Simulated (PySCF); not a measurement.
Spectrum to structure. Method used: TDDFT B3LYP/def2-SVPD, vertical, gas phase, core orbitals frozen in the response (PySCF). Geometries: GFN2-xTB, one conformer each.

| state | E (eV) | λ (nm) | f |
| --- | --- | --- | --- |
| S1 | 5.93 | 209.3 | 0.0057 |
| S2 | 6.31 | 196.6 | 0.028 |
| S3 | 6.63 | 186.9 | 0.170 |
| S4 | 6.93 | 179.0 | 0.0079 |
| S5 | 6.99 | 177.5 | 0.0019 |
| S6 | 7.25 | 171.0 | 0.028 |
| S7 | 7.32 | 169.3 | 0.0006 |
| S8 | 7.39 | 167.8 | 0.0019 |

Orbital energies (eV): HOMO-3 -9.50, HOMO-2 -8.61, HOMO-1 -8.27, HOMO -8.08, LUMO -1.24, LUMO+1 -0.19, LUMO+2 0.06.

Question: Which candidate is it?
A. `NC[C@@H]1[SiH2]O[SiH2]C1=O`
B. `N#C/C=N/[SiH2]C=O`
C. `N#C[C@@H]1C=C[SiH2]OC1`

Answer: C. Its S1, at 5.93 eV, is the highest among the candidates; the nearest of the others has S1 at 3.28 eV. S1 is HOMO-1→LUMO (68%), HOMO→LUMO (20%), HOMO-2→LUMO (11%). Löwdin shares by element: HOMO carbon 69% or more, silicon 6% (atoms not listed hold the other 25%); LUMO carbon 68% or more, silicon 10% (atoms not listed hold the other 22%). At the same level the other candidates give, for their lowest levels:
- `N#C/C=N/[SiH2]C=O`: 3.12 eV (f 0.019); 3.51 eV (f 0.001); 3.70 eV (f 0.082); 5.04 eV (f 0.015); 5.65 eV (f 0.001); T1 2.48 eV; HOMO -7.19, LUMO -3.15 eV
- `NC[C@@H]1[SiH2]O[SiH2]C1=O`: 3.28 eV (f 0.002); 4.13 eV (f 0.000); 5.23 eV (f 0.007); 5.62 eV (f 0.002); 5.82 eV (f 0.014); T1 2.69 eV; HOMO -6.58, LUMO -1.79 eV
Triplets come from the Tamm–Dancoff approximation.
